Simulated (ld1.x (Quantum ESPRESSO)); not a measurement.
# Varying the RRKJ potential for F (Z = 9)

Base potential:

ld1.x (Quantum ESPRESSO) 7.5 input, shortened:

```
&input
   title='F', zed=9., rel=1, dft='PBE', iswitch=3,
   config='[He] 2s1.5 2p5.5'
 /
 &inputp
   pseudotype=2, tm=.false., lloc=-1, rcloc=0.65,
   nlcc=.true.
 /
2
2S  1  0   1.50   0.00  0.65  0.65  0.0
2P  2  1   5.50   0.00  1.90  1.90  0.0
 &test
   configts(1)='2s1.5 2p5.5'
 /
```

All-electron outer shells of the reference configuration (PBE, scalar-relativistic, ld1.x):

```csv
shell,level (eV),outermost node (bohr),outermost maximum (bohr)
1s,-663.69,–,0.11
2s,-30.14,0.24,0.76
2p,-11.33,–,0.71
```

Cutoffs, loose and tight: the cutoffs (Ry, on a coarse ladder) from which the occupation-weighted sum of valence levels, in a spherical-Bessel basis at the reference potential, stays within 10 and 1 mRy of its value at 400 Ry. They do not see the model core or the augmentation charge, which bear on the density cutoff. Test errors are all-electron minus pseudo excitation energies from the reference, over the configurations 2s2 2p5; 2s2 2p4; 2s2 2p3; 2s2 2p4.5; 2s2 2p2; 2s1 2p5; 2s2 2p5.3. A dash means not determined; rows that change the core or the reference have their own tests.

The default core radius of the base comes out at 0.28 bohr.

```csv
change,outcome,"cutoff, loose","cutoff, tight",bound ghosts,largest test error (meV)
base,generated,140 Ry,200 Ry,none,+4697
wave 2s (bound): rc 0.65 bohr becomes 2s (bound): rc 0.58 bohr,generated,100 Ry,230 Ry,none,+4701
wave 2p (bound): rc 1.90 bohr becomes 2p (bound): rc 1.48 bohr,generated,140 Ry,200 Ry,none,+1705
"all radii but the core radius scaled by about 0.85 (s 0.56, p 1.62 bohr); local potential all-electron potential smoothed inside 0.56 bohr (lloc = -1)",generated,160 Ry,260 Ry,none,+2373
reference 2s2 2p5,generated,140 Ry,200 Ry,none,+9964
local potential all-electron potential smoothed inside 1.82 bohr (lloc = -1),generated,140 Ry,200 Ry,none,+4567
core correction a·sin(br)/r model core inside 0.30 bohr,generated,140 Ry,200 Ry,none,+4697
local potential all-electron potential smoothed inside 0.50 bohr (lloc = -1),generated,140 Ry,200 Ry,none,+4753
functional PBEsol,generated,140 Ry,200 Ry,none,+4628
core correction a·sin(br)/r model core inside 0.32 bohr,generated,140 Ry,200 Ry,none,+4697
functional LDA (PZ),generated,140 Ry,200 Ry,none,+4753
```

Question: What comes out with this change to the base: type TM; local potential the s channel?

Answer: outcome: generated; cutoff, loose: 100 Ry; cutoff, tight: 260 Ry; bound ghosts: none; largest test error (meV): +3246.

Question: What comes out with this change to the base: reference 2s2 2p3.5?

Answer: outcome: generated; cutoff, loose: 160 Ry; cutoff, tight: 230 Ry; bound ghosts: none; largest test error (meV): +6308.
